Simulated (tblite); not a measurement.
C₆H₉OSi (doublet state).
SMILES with atom numbers: `[CH2:1][CH2:2][c:3]1[cH:4][o:5][c:6]([SiH3:7])[cH:8]1` (hydrogens: H9, H10 on C1; H11, H12 on C2; H13 on C4; H14, H15, H16 on Si7; H17 on C8)

Structure optimised with GFN2-xTB, isolated species. This method treats the open shell by occupation alone, without spin polarisation.

Q: Give the optimised bond lengths and angles.

A: 
```csv
bond,length (Å),order
C1–C2,1.477,single
C2–C3,1.507,single
C3–C4,1.366,aromatic
C4–O5,1.342,aromatic
O5–C6,1.357,aromatic
C6–Si7,1.872,single
C6–C8,1.368,aromatic
C3–C8,1.417,aromatic
"C1–H9, C1–H10",1.073,single
"C2–H11, C2–H12",1.092,single
C4–H13,1.073,single
"Si7–H14, Si7–H15, Si7–H16",1.464,single
C8–H17,1.071,single
```

Bonds in one row agree within 0.01 Å and their mean is given. Orders are formal, as drawn. A selection of angles:
```csv
angle,degrees
C1–C2–C3,107.5
C2–C3–C4,127.6
C2–C3–C8,127.1
C4–C3–C8,105.2
C3–C4–O5,110.9
C4–O5–C6,107.7
O5–C6–Si7,117.5
O5–C6–C8,109.0
Si7–C6–C8,133.4
C3–C8–C6,107.2
```

Dihedral angles: C1–C2–C3–C4 -93° (anticlinal). The mirror-image conformer, all signs reversed, is as good.

C1 (carbon bonded to C and 2 H) is almost planar (angles 120.1°, 119.7° and 118.2°, sum 358.0°, 0.10 Å off the plane of its three neighbours). C8 (carbon bonded to 2 C and H) is planar (angles 126.7°, 126.2° and 107.2°, sum 360.0°, 0.00 Å off the plane of its three neighbours). Si7 (silicon bonded to C and 3 H) is tetrahedral (angles from 107.1° to 111.0°). The 5 C–C bonds span 1.366 Å (C3–C4, aromatic) to 1.507 Å (C2–C3, drawn single), a spread of 0.141 Å. C3 (carbon bonded to 3 C) is planar (angles 127.6°, 127.1° and 105.2°, sum 359.9°, 0.03 Å off the plane of its three neighbours). C6 (carbon bonded to C, O and Si) is planar (angles 133.4°, 117.5° and 109.0°, sum 360.0°, 0.00 Å off the plane of its three neighbours). The 5-membered ring C3–C4–O5–C6–C8 has internal angles of 105.2° to 110.9°; it is planar, 0.00 Å rms from its mean plane, widest ring torsion 1°.

Point group: C1 (no symmetry element, even within 0.4 Å). Its GFN2-xTB frequencies are all real (lowest 39 cm⁻¹). Torsions: H–C1–C2–C3 -85° and 79°, C1–C2–C3–C4 -93°. 3 starts were optimised and ended at 0.00, 0.44 and 0.48 kcal/mol (GFN2-xTB); the lowest of these is shown.

Time: 1.2 s of wall time. Hardware: one thread, Arm Neoverse V1 (aarch64), shared host. That covers the optimisation of the geometry.

All values are computed, not measured.
